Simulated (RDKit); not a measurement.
Input for RDKit: MMFF94 on C2H2 (SMILES C#C).

```python
from rdkit import Chem
from rdkit.Chem import AllChem, rdDetermineBonds

blocks = [
'''4

C    -0.33174177    0.14491851    0.27934740
C     0.86025267    0.23622170    0.34974663
H    -1.38993014    0.06400416    0.21552895
H     1.91859748    0.31735937    0.41060676
''',
]
mol = None
for b in blocks:
    f = Chem.MolFromXYZBlock(b)
    rdDetermineBonds.DetermineBonds(f, charge=0)
    mol = f if mol is None else Chem.CombineMols(mol, f)
Chem.SanitizeMol(mol)
print(Chem.MolToSmiles(Chem.RemoveHs(mol)))
ff = AllChem.MMFFGetMoleculeForceField(mol, AllChem.MMFFGetMoleculeProperties(mol), nonBondedThresh=100.0, ignoreInterfragInteractions=False)
e = ff.CalcEnergy()
print(f'MMFF94 energy {e:.6f} kcal/mol')
```

Program output:

```
C#C
MMFF94 energy 2.306321 kcal/mol
```

The run finished.

Cost: roughly 0.04 core-seconds.
